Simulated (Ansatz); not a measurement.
Relaxation of ClF4H2STa (9 atoms, charge 0, multiplicity 1), to a largest force component of 0.03 eV/Å in at most 50 steps.

Level of theory: RKS B3LYP/def2-SVP in Ansatz.

```xyz
9
Properties=species:S:1:pos:R:3
Ta -0.382 -0.354 0.239
Cl 3.262 0.083 0.244
F 0.287 0.532 1.742
F 0.454 -0.473 -1.416
F -1.324 1.247 -0.131
F -1.991 -1.284 0.109
S 0.664 -2.317 1.357
H 0.256 -3.260 0.473
H 2.874 -1.111 0.706
```

Q: Where does it end, and by what steps?

A: It converged. The force dipped under the threshold on the way, but the program's further checks kept it going. After 29 steps the energy has fallen by 0.310 eV; F6 moved furthest, 1.47 Å.

```json
{"step": "0", "energy less start (eV)": "0.0000", "largest force component (eV/Å)": "0.888", "accepted": "yes"}
{"step": "2", "energy less start (eV)": "-0.0163", "largest force component (eV/Å)": "0.555", "accepted": "yes"}
{"step": "4", "energy less start (eV)": "-0.0260", "largest force component (eV/Å)": "0.307", "accepted": "yes"}
{"step": "6", "energy less start (eV)": "-0.0219", "largest force component (eV/Å)": "0.463", "accepted": "no"}
{"step": "8", "energy less start (eV)": "-0.0301", "largest force component (eV/Å)": "0.025", "accepted": "yes"}
{"step": "10", "energy less start (eV)": "-0.0368", "largest force component (eV/Å)": "0.379", "accepted": "yes"}
{"step": "12", "energy less start (eV)": "-0.0658", "largest force component (eV/Å)": "0.673", "accepted": "yes"}
{"step": "14", "energy less start (eV)": "-0.1805", "largest force component (eV/Å)": "0.565", "accepted": "yes"}
{"step": "16", "energy less start (eV)": "-0.2458", "largest force component (eV/Å)": "0.573", "accepted": "yes"}
{"step": "18", "energy less start (eV)": "-0.2896", "largest force component (eV/Å)": "0.113", "accepted": "yes"}
{"step": "20", "energy less start (eV)": "-0.2962", "largest force component (eV/Å)": "0.362", "accepted": "yes"}
{"step": "22", "energy less start (eV)": "-0.3059", "largest force component (eV/Å)": "0.032", "accepted": "yes"}
{"step": "24", "energy less start (eV)": "-0.3082", "largest force component (eV/Å)": "0.113", "accepted": "yes"}
{"step": "26", "energy less start (eV)": "-0.3094", "largest force component (eV/Å)": "0.043", "accepted": "yes"}
{"step": "28", "energy less start (eV)": "-0.3099", "largest force component (eV/Å)": "0.034", "accepted": "yes"}
{"step": "29", "energy less start (eV)": "-0.3100", "largest force component (eV/Å)": "0.017", "accepted": "yes"}
```

```xyz
9
Properties=species:S:1:pos:R:3
Ta -0.476 -0.167 0.204
Cl 3.585 -1.044 -0.290
F 0.182 1.091 1.444
F 0.478 0.607 -1.199
F -2.254 0.306 0.500
F -0.952 -1.652 -0.865
S 0.477 -1.756 1.755
H 0.162 -2.866 1.045
H 2.899 -1.457 0.729
```

Whether the end is a true minimum wasn't checked by a vibrational analysis.

Run time: 2 min on 4 threads of Intel(R) Xeon(R) Platinum 8259CL CPU @ 2.50GHz (Skylake/Cascade Lake), with other jobs on the host, peak memory 0.4 GiB.
